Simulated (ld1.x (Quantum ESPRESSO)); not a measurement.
# Ho (Z = 67), TM semilocal: configuration errors across variants

```
Element                 : holmium
Generator               : ld1.x (Quantum ESPRESSO) 7.5
Type                    : norm-conserving Troullier–Martins (semilocal form)
Functional              : PBE
Relativity              : scalar-relativistic
Frozen core             : [Kr] 4d10
Valence charge          : 21
Reference configuration : 4f11 5s2 5p6 5d0 6s0.5 6p0 (charge +1.5)
Partial waves           : 5s (bound): rc 1.45 bohr; 5p (bound): rc 2.50 bohr; 4f (bound): rc 0.90 bohr; 5d (bound, empty): rc 3.10 bohr
Local potential         : the d channel
Core correction         : none
```

Occupied shells without a wave of their own: 6s. They enter only through the test configuration that unscreens the potential.

All-electron excitation energies from the reference (eV): (1) 4f11 5s2 5p6 5d0 6s2 6p0 -11.484; (2) 4f11 5s2 5p6 5d0 6s1 6p0 -5.176; (3) 4f11 5s2 5p6 5d0 6s0 6p0 6.635; (4) 4f11 5s2 5p5 5d0 6s2 6p0 19.731; (5) 4f11 5s2 5p6 5d0.5 6s1.5 6p0 -10.099; (6) 4f11 5s2 5p6 5d0 6s0 6p1 -1.644; (7) 4f11 5s2 5p6 5d1 6s1 6p0 -8.696.

A semilocal file is local in each channel, so a ghost entry of none says nothing of the separable form that plane-wave codes build from it.

Tests that are not counted but printed errors over 1 eV. “all radii scaled by about 1.38 (s 2.00, p 3.44, d 4.26, f 1.24 bohr)”: 4f11 5s2 5p6 5d0 6s0 6p1 (solver errors, printed error -8.7 eV).

The file “all radii scaled by about 1.13 (s 1.64, p 2.82, d 3.50, f 1.02 bohr)” misses its own reference levels by 0.3 eV. The file “all radii scaled by about 1.24 (s 1.80, p 3.10, d 3.84, f 1.12 bohr)” misses its own reference levels by 0.6 eV. The file “all radii scaled by about 1.32 (s 1.92, p 3.30, d 4.10, f 1.18 bohr)” misses its own reference levels by 0.9 eV. The file “all radii scaled by about 1.38 (s 2.00, p 3.44, d 4.26, f 1.24 bohr)” misses its own reference levels by 1.2 eV.

Errors AE − PS in meV (a dash: test not solved or not reliable):

```csv
change,(1),(2),(3),(4),(5),(6),(7),bound ghosts
base,+109,+50,-68,+156,+70,+93,+34,not determined
"all radii scaled by about 0.73 (s 1.06, p 1.84, d 2.28, f 0.66 bohr)",+74,+34,-46,+90,+47,+9.1,+23,not determined
"all radii scaled by about 0.85 (s 1.22, p 2.12, d 2.62, f 0.76 bohr)",+52,+24,-33,+50,+33,+59,+15,not determined
"all radii scaled by about 0.89 (s 1.30, p 2.24, d 2.76, f 0.80 bohr)",+60,+28,-38,+64,+38,+74,+17,not determined
"all radii scaled by about 1.13 (s 1.64, p 2.82, d 3.50, f 1.02 bohr)",+287,+132,-180,+495,+186,+6.9,+94,none
"all radii scaled by about 1.24 (s 1.80, p 3.10, d 3.84, f 1.12 bohr)",+596,+275,-374,+1082,+390,-191,+200,none
"all radii scaled by about 1.32 (s 1.92, p 3.30, d 4.10, f 1.18 bohr)",+831,+384,-523,+1527,+548,-410,+283,none
"all radii scaled by about 1.38 (s 2.00, p 3.44, d 4.26, f 1.24 bohr)",+1131,+523,-711,+2075,+749,–,+387,none
```

Problem. Give the same row for: all radii scaled by about 1.06 (s 1.54, p 2.66, d 3.30, f 0.96 bohr).

Solution. +160, +74, -100, +253, +103, +77, +51; bound ghosts: not determined.
